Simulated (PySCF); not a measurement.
C2H5ClGaN, SMILES C=[CH][Ga]([NH2])[Cl].

Coordinates come from a r2SCAN-D4/def2-SVP optimisation. The structure was generated by enumeration; whether it is a known compound was not checked. The values are those of a single conformer.

Method: TDA-PBE/def2-SVPD run with PySCF 2.14.0.

Vertical excitations. Gas-phase values at a fixed geometry.

| state | energy (eV) | λ (nm) | f | main pairs |
|---|---|---|---|---|
| S1 | 4.41 | 281 | 0.038 | HOMO→LUMO 92 % |
| S2 | 4.98 | 249 | 0.000 | HOMO−1→LUMO 97 % |
| S3 | 5.23 | 237 | 0.019 | HOMO→LUMO+1 98 % |
| S4 | 5.55 | 223 | 0.059 | HOMO−3→LUMO 60 %, HOMO−2→LUMO 36 % |
| S5 | 5.76 | 215 | 0.003 | HOMO−4→LUMO 95 % |
| S6 | 6.09 | 204 | 0.050 | HOMO−1→LUMO+1 91 % |
| S7 | 6.12 | 203 | 0.001 | HOMO−2→LUMO+1 99 % |
| S8 | 6.26 | 198 | 0.002 | HOMO→LUMO+3 92 % |
| S9 | 6.40 | 194 | 0.153 | HOMO−2→LUMO 32 %, HOMO−3→LUMO 22 %, HOMO→LUMO+2 15 %, HOMO−2→LUMO+2 15 % |
| S10 | 6.65 | 187 | 0.041 | HOMO−3→LUMO+1 69 %, HOMO−5→LUMO 29 % |
| T1 | 3.81 | 326 | 0 | HOMO→LUMO 89 % |
| T2 | 4.29 | 289 | 0 | HOMO−2→LUMO 75 % |
| T3 | 4.75 | 261 | 0 | HOMO−1→LUMO 96 % |
| T4 | 4.90 | 253 | 0 | HOMO→LUMO+1 99 % |
Triplets are in the Tamm–Dancoff approximation.
